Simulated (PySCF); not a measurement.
CH$_{4}$N, doublet, geometry from GFN2-xTB, atoms displaced at random by about 0.1 Å a coordinate; HF/6-31G (PySCF).

PySCF was given this input:
```python
from pyscf import gto, scf
from pyscf.geomopt import geometric_solver

mol = gto.Mole()
mol.atom = '''
    C     0.212618    0.594018   -0.005563
    N    -0.126701   -0.554959   -0.125779
    H    -0.433739   -1.057620    0.864475
    H    -0.413604   -0.937897   -0.555791
    H     0.562790    0.981322    0.853302
    H     0.355182    0.979676   -1.058773
'''
mol.basis = '6-31g'
mol.charge = 0
mol.spin = 1
mol.verbose = 3
mol.build()

def method(m):
    mf = scf.UHF(m)
    return mf

conv, mol_eq = geometric_solver.kernel(method(mol), maxsteps=100, coordsys='cart')
print('optimisation converged:', conv)
print(mol_eq.tostring(format='xyz'))
mf = method(mol_eq)
mf.kernel()
```

Output, abridged:

```
Custom engine selected.
Bonds will be generated from interatomic distances less than 1.20 times sum of covalent radii
18 Cartesian coordinates being used
Internal coordinate system (atoms numbered from 1):
Cartesian-X 1
Cartesian-Y 1
Cartesian-Z 1
Cartesian-X 2
Cartesian-Y 2
Cartesian-Z 2
Cartesian-X 3
Cartesian-Y 3
Cartesian-Z 3
Cartesian-X 4
Cartesian-Y 4
Cartesian-Z 4
Cartesian-X 5
Cartesian-Y 5
Cartesian-Z 5
Cartesian-X 6
Cartesian-Y 6
Cartesian-Z 6
<class 'geometric.internal.CartesianX'> : 6
<class 'geometric.internal.CartesianY'> : 6
<class 'geometric.internal.CartesianZ'> : 6
> ===== Optimization Info: ====
> Job type: Energy minimization
> Maximum number of optimization cycles: 100
> Initial / maximum trust radius (Angstrom): 0.100 / 0.300
> Convergence Criteria:
> Will converge when all 5 criteria are reached:
>  |Delta-E| < 1.00e-06
>  RMS-Grad  < 3.00e-04
>  Max-Grad  < 4.50e-04
>  RMS-Disp  < 1.20e-03
>  Max-Disp  < 1.80e-03
> === End Optimization Info ===

Geometry optimization cycle 1
Cartesian coordinates (Angstrom)
 Atom        New coordinates             dX        dY        dZ
   C   0.212618   0.594018  -0.005563   -0.000000 -0.000000  0.000000
   N  -0.126701  -0.554959  -0.125779    0.000000  0.000000  0.000000
   H  -0.433739  -1.057620   0.864475    0.000000  0.000000  0.000000
   H  -0.413604  -0.937897  -0.555791    0.000000  0.000000  0.000000
   H   0.562790   0.981322   0.853302    0.000000  0.000000  0.000000
   H   0.355182   0.979676  -1.058773    0.000000  0.000000  0.000000

WARN: Mole.unit (angstrom) is changed to Bohr

converged SCF energy = -94.1919289378487  <S^2> = 0.76030001  2S+1 = 2.0102736
--------------- UHF_Scanner gradients ---------------
         x                y                z
0 C    -0.0496219606    -0.2323800120     0.1067960704
1 N    -0.4339926606    -0.4029775412    -0.9782772213
2 H    -0.0294353673    -0.0343114801     0.0702828139
3 H     0.5468066294     0.7182673916     0.8835767129
4 H    -0.0254006657    -0.0272129581    -0.0422983562
5 H    -0.0083559752    -0.0213854002    -0.0400800197
----------------------------------------------
cycle 1: E = -94.1919289378  dE = -94.1919  norm(grad) = 1.72729
Step    0 : Gradient = 7.052e-01/1.263e+00 (rms/max) Energy = -94.1919289378
[...]
Geometry optimization cycle 2
Cartesian coordinates (Angstrom)
 Atom        New coordinates             dX        dY        dZ
   C   0.219655   0.626972  -0.020708    0.007037  0.032954 -0.015145
   N  -0.065156  -0.497812   0.012951    0.061545  0.057147  0.138730
   H  -0.429565  -1.052754   0.854508    0.004174  0.004866 -0.009967
   H  -0.491147  -1.039755  -0.681092   -0.077543 -0.101858 -0.125301
   H   0.566392   0.985181   0.859300    0.003602  0.003859  0.005998
   H   0.356367   0.982709  -1.053089    0.001185  0.003033  0.005684
converged SCF energy = -94.455979578461  <S^2> = 0.75978794  2S+1 = 2.0097641
--------------- UHF_Scanner gradients ---------------
         x                y                z
0 C    -0.0720293877    -0.3443603070     0.0728489717
1 N     0.1427463005     0.4599708688    -0.0704605135
2 H    -0.0306381837    -0.0442774003     0.0237851066
3 H    -0.0034824392    -0.0062453226     0.0345209320
4 H    -0.0278652915    -0.0459948338    -0.0333740580
5 H    -0.0087309985    -0.0190930051    -0.0273204388
----------------------------------------------
cycle 2: E = -94.4559795785  dE = -0.264051  norm(grad) = 0.613102
Step    1 : Displace = 1.000e-01/1.791e-01 (rms/max) Trust = 1.000e-01 (=) Grad = 2.503e-01/4.867e-01 (rms/max) E (change) = -94.4559795785 (-2.641e-01) Quality = 0.354
Along Cartesian-Z 2 0.566
[...]
Geometry optimization cycle 3
Cartesian coordinates (Angstrom)
 Atom        New coordinates             dX        dY        dZ
   C   0.249650   0.770160  -0.053561    0.029996  0.143188 -0.032853
   N  -0.100942  -0.657368   0.083613   -0.035786 -0.159556  0.070662
   H  -0.416436  -1.034146   0.842208    0.013129  0.018608 -0.012300
   H  -0.514105  -1.069267  -0.733679   -0.022958 -0.029512 -0.052587
   H   0.578272   1.004136   0.874057    0.011880  0.018955  0.014756
   H   0.360107   0.991026  -1.040767    0.003740  0.008317  0.012322
converged SCF energy = -94.5191666144859  <S^2> = 0.7605856  2S+1 = 2.0105577
--------------- UHF_Scanner gradients ---------------
         x                y                z
0 C     0.0512240709     0.1115271670    -0.0224386543
1 N    -0.0316153375    -0.0705483822     0.1379818868
2 H     0.0365898531     0.0395977764    -0.1104195432
3 H    -0.0067717575    -0.0014024506    -0.0061204968
4 H    -0.0310083781    -0.0478489700    -0.0343520559
5 H    -0.0184184509    -0.0313251405     0.0353488634
----------------------------------------------
cycle 3: E = -94.5191666145  dE = -0.063187  norm(grad) = 0.250533
Step    2 : Displace = 1.000e-01/1.781e-01 (rms/max) Trust = 1.000e-01 (=) Grad = 1.023e-01/1.582e-01 (rms/max) E (change) = -94.5191666145 (-6.319e-02) Quality = 0.290
Along Cartesian-Y 2 -0.651
[...]
Geometry optimization cycle 4
Cartesian coordinates (Angstrom)
 Atom        New coordinates             dX        dY        dZ
   C   0.221991   0.746925  -0.051488   -0.027659 -0.023235  0.002072
   N  -0.085810  -0.667028   0.015249    0.015132 -0.009660 -0.068364
   H  -0.440041  -1.057661   0.926100   -0.023606 -0.023515  0.083892
   H  -0.525958  -1.090677  -0.763820   -0.011853 -0.021409 -0.030141
   H   0.609376   1.052263   0.909420    0.031104  0.048127  0.035363
   H   0.376989   1.020718  -1.063589    0.016882  0.029692 -0.022821
converged SCF energy = -94.5403907325281  <S^2> = 0.76128489  2S+1 = 2.0112532
--------------- UHF_Scanner gradients ---------------
         x                y                z
0 C     0.0195394625     0.0629023137    -0.0200429100
1 N     0.0166452906    -0.0038128858    -0.0430957426
2 H    -0.0184503770    -0.0199822863     0.0402814914
3 H     0.0006120655     0.0007327637     0.0052931683
[...]
converged SCF energy = -94.553190004897  <S^2> = 0.76018082  2S+1 = 2.010155
Step   15 : Displace = 2.085e-03/3.097e-03 (rms/max) Trust = 3.000e-01 (=) Grad = 7.512e-04/1.409e-03 (rms/max) E (change) = -94.5531900049 (-6.072e-06) Quality = 1.286
converged SCF energy = -94.5531918946025  <S^2> = 0.76018407  2S+1 = 2.0101583
Step   16 : Displace = 7.428e-04/1.113e-03 (rms/max) Trust = 3.000e-01 (=) Grad = 3.550e-04/6.101e-04 (rms/max) E (change) = -94.5531918946 (-1.890e-06) Quality = 1.385
converged SCF energy = -94.5531931358434  <S^2> = 0.76019148  2S+1 = 2.0101656
Step   17 : Displace = 6.529e-04/8.845e-04 (rms/max) Trust = 3.000e-01 (=) Grad = 2.780e-04/3.713e-04 (rms/max) E (change) = -94.5531931358 (-1.241e-06) Quality = 1.465
converged SCF energy = -94.5531943297104  <S^2> = 0.76020157  2S+1 = 2.0101757
Step   18 : Displace = 9.052e-04/1.233e-03 (rms/max) Trust = 3.000e-01 (=) Grad = 4.339e-04/8.098e-04 (rms/max) E (change) = -94.5531943297 (-1.194e-06) Quality = 1.446
converged SCF energy = -94.5531954338298  <S^2> = 0.7602119  2S+1 = 2.010186
Step   19 : Displace = 1.071e-03/1.471e-03 (rms/max) Trust = 3.000e-01 (=) Grad = 5.190e-04/8.926e-04 (rms/max) E (change) = -94.5531954338 (-1.104e-06) Quality = 1.477
converged SCF energy = -94.5531966920215  <S^2> = 0.76022414  2S+1 = 2.0101981
Step   20 : Displace = 1.362e-03/1.857e-03 (rms/max) Trust = 3.000e-01 (=) Grad = 5.135e-04/9.749e-04 (rms/max) E (change) = -94.5531966920 (-1.258e-06) Quality = 1.513
converged SCF energy = -94.5531983859367  <S^2> = 0.76024125  2S+1 = 2.0102152
Step   21 : Displace = 1.969e-03/2.618e-03 (rms/max) Trust = 3.000e-01 (=) Grad = 4.553e-04/8.860e-04 (rms/max) E (change) = -94.5531983859 (-1.694e-06) Quality = 1.503
[...]
Cartesian coordinates (Angstrom)
 Atom        New coordinates             dX        dY        dZ
   C   0.179542   0.682168  -0.035589    0.000838 -0.000330 -0.000429
   N  -0.174613  -0.663487   0.032477   -0.000304  0.000244 -0.000303
   H  -0.389793  -1.077895   0.905830    0.003085 -0.000969 -0.000034
   H  -0.529280  -1.123162  -0.769122   -0.003030  0.000887  0.000079
   H   0.626461   1.115784   0.837102   -0.002977  0.001139  0.000841
   H   0.444229   1.071132  -0.998827    0.002388 -0.000972 -0.000154
converged SCF energy = -94.5532003870189  <S^2> = 0.76026157  2S+1 = 2.0102354
--------------- UHF_Scanner gradients ---------------
         x                y                z
0 C     0.0001198110    -0.0004318883    -0.0003012002
1 N    -0.0001462097     0.0004636631    -0.0000896198
2 H    -0.0001097699    -0.0002434641     0.0000166707
3 H     0.0002934301     0.0002214093     0.0003418496
4 H    -0.0000159196    -0.0000876918     0.0000322182
5 H    -0.0001413420     0.0000779718     0.0000000815
----------------------------------------------
cycle 23: E = -94.553200387  dE = -2.00108e-06  norm(grad) = 0.000945844
Step   22 : Displace = 2.556e-03/3.261e-03 (rms/max) Trust = 3.000e-01 (=) Grad = 3.861e-04/5.400e-04 (rms/max) E (change) = -94.5532003870 (-2.001e-06) Quality = 1.444
Along Cartesian-X 3 0.493
[...]
Geometry optimization cycle 24
Cartesian coordinates (Angstrom)
 Atom        New coordinates             dX        dY        dZ
   C   0.180057   0.681984  -0.035753    0.000515 -0.000183 -0.000164
   N  -0.174409  -0.663721   0.032045    0.000204 -0.000234 -0.000432
   H  -0.387222  -1.078438   0.905805    0.002572 -0.000543 -0.000024
   H  -0.532206  -1.122507  -0.769250   -0.002925  0.000655 -0.000127
   H   0.623975   1.116994   0.837836   -0.002487  0.001210  0.000734
   H   0.446351   1.070227  -0.998814    0.002122 -0.000905  0.000013
converged SCF energy = -94.5532019959588  <S^2> = 0.76027543  2S+1 = 2.0102492
--------------- UHF_Scanner gradients ---------------
         x                y                z
0 C     0.0001980283    -0.0003749815    -0.0001866013
1 N    -0.0000592819     0.0005185196     0.0001434305
2 H    -0.0000494091    -0.0001747781     0.0000308516
3 H     0.0000971118     0.0000097298    -0.0000545019
4 H    -0.0000299816     0.0000207544     0.0000822373
5 H    -0.0001564675     0.0000007557    -0.0000154162
----------------------------------------------
cycle 24: E = -94.553201996  dE = -1.60894e-06  norm(grad) = 0.000766058
Step   23 : Displace = 2.236e-03/3.031e-03 (rms/max) Trust = 3.000e-01 (=) Grad = 3.127e-04/5.412e-04 (rms/max) E (change) = -94.5532019960 (-1.609e-06) Quality = 1.384
Along Cartesian-X 4 -0.534
[...]
Geometry optimization cycle 25
Cartesian coordinates (Angstrom)
 Atom        New coordinates             dX        dY        dZ
   C   0.179992   0.682026  -0.035707   -0.000065  0.000041  0.000046
   N  -0.173837  -0.664225   0.031658    0.000572 -0.000505 -0.000388
   H  -0.385970  -1.078476   0.905766    0.001252 -0.000038 -0.000039
   H  -0.533997  -1.122256  -0.769347   -0.001792  0.000251 -0.000097
   H   0.622765   1.117714   0.838166   -0.001209  0.000720  0.000330
   H   0.447592   1.069757  -0.998665    0.001242 -0.000470  0.000149
converged SCF energy = -94.5532029617531  <S^2> = 0.76027492  2S+1 = 2.0102487
--------------- UHF_Scanner gradients ---------------
         x                y                z
0 C     0.0002422356    -0.0001682755    -0.0000033066
1 N    -0.0000711467     0.0002820290     0.0002167583
2 H     0.0000038397    -0.0000642783     0.0000265055
3 H    -0.0000156837    -0.0001146260    -0.0002752865
4 H    -0.0000192482     0.0001067114     0.0000807186
5 H    -0.0001399966    -0.0000415606    -0.0000453892
----------------------------------------------
cycle 25: E = -94.5532029618  dE = -9.65794e-07  norm(grad) = 0.000595205
Step   24 : Displace = 1.256e-03/1.832e-03 (rms/max) Trust = 3.000e-01 (=) Grad = 2.430e-04/3.627e-04 (rms/max) E (change) = -94.5532029618 (-9.658e-07) Quality = 1.401
Along Cartesian-X 4 -0.582
[...]
Geometry optimization cycle 26
Cartesian coordinates (Angstrom)
 Atom        New coordinates             dX        dY        dZ
   C   0.179520   0.682198  -0.035656   -0.000472  0.000172  0.000051
   N  -0.173089  -0.664747   0.031332    0.000747 -0.000521 -0.000326
   H  -0.385412  -1.078312   0.905696    0.000558  0.000164 -0.000070
   H  -0.535106  -1.122162  -0.769267   -0.001109  0.000094  0.000080
   H   0.622219   1.117992   0.838236   -0.000546  0.000278  0.000070
   H   0.448414   1.069570  -0.998471    0.000822 -0.000187  0.000194
converged SCF energy = -94.5532036665432  <S^2> = 0.76026387  2S+1 = 2.0102377
--------------- UHF_Scanner gradients ---------------
         x                y                z
0 C     0.0002335277     0.0000386745     0.0001373712
1 N    -0.0001164050    -0.0000129068     0.0001609139
2 H     0.0000340399     0.0000250229     0.0000113434
3 H    -0.0000486895    -0.0001444194    -0.0003049847
4 H     0.0000028842     0.0001504023     0.0000599943
5 H    -0.0001053572    -0.0000567735    -0.0000646382
----------------------------------------------
cycle 26: E = -94.5532036665  dE = -7.0479e-07  norm(grad) = 0.000526686
Step   25 : Displace = 8.069e-04/1.128e-03 (rms/max) Trust = 3.000e-01 (=) Grad = 2.150e-04/3.409e-04 (rms/max) E (change) = -94.5532036665 (-7.048e-07) Quality = 1.462
Along Cartesian-X 4 -0.561
[...]
Converged! =D

optimisation converged: True
6
XYZ from PySCF
C           0.17952000        0.68219780       -0.03565569
N          -0.17308935       -0.66474652        0.03133211
H          -0.38541198       -1.07831151        0.90569581
H          -0.53510631       -1.12216197       -0.76926655
H           0.62221936        1.11799187        0.83823596
H           0.44841428        1.06957034       -0.99847064

converged SCF energy = -94.5532036665224  <S^2> = 0.76026441  2S+1 = 2.0102382
```
